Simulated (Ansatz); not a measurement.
`[F][Hf]([F])([Cl])[Br]` + H₂O → `[OH][Hf]([F])([Cl])[Br]` + H–F  (formal hydrolysis of the Hf–F bond)

Isolated molecules relaxed with PBE0-D4/def2-TZVP in Ansatz; ΔE leaves out vibrations. CCSD(T)/CBS is the MP2 limit (def2-TZVPP, def2-QZVPP) plus CCSD(T) − MP2 in def2-TZVPP, frozen cores. This one scheme is used for every species. DFT in def2-TZVPP. Elements past krypton have def2 core potentials. For Br, Hf outer-core shells are correlated without core-valence functions, which leaves a few kJ/mol of doubt a bond. Scalar relativity is left out up to krypton. One conformer a species, not always the lowest.

```json
{"level": "B2PLYP", "ΔE (eV)": "0.40"}
{"level": "r2SCAN0", "ΔE (eV)": "0.40"}
{"level": "CCSD(T)/def2-SVP", "ΔE (eV)": "0.35"}
{"level": "CCSD/def2-TZVPP", "ΔE (eV)": "0.35"}
```

(1) What does CCSD(T)/CBS give? (An estimate is asked.)

Largest T1 diagnostic among the species: 0.014.

Results:

(1) Ansatz gave: +0.35 eV. The listed levels differ from it by 0.05, 0.05, 0.00, 0.00 eV.

In def2-TZVPP, CCSD(T) changes the Hartree–Fock value by −0.04 eV (the triples alone add +0.00 eV) and MP2 by −0.07 eV. Leaving LDA and LC-ωPBE aside and taking each functional with its dispersion term where it has one, the values, not all of them listed here, spread over 0.11 eV, from PBE-QIDH to B97M-V. LDA lies −0.09 eV from PBE without D4. From PBE to PBE0 (25 % exact exchange), in def2-TZVPP and without D4, ΔE moves by −0.05 eV.
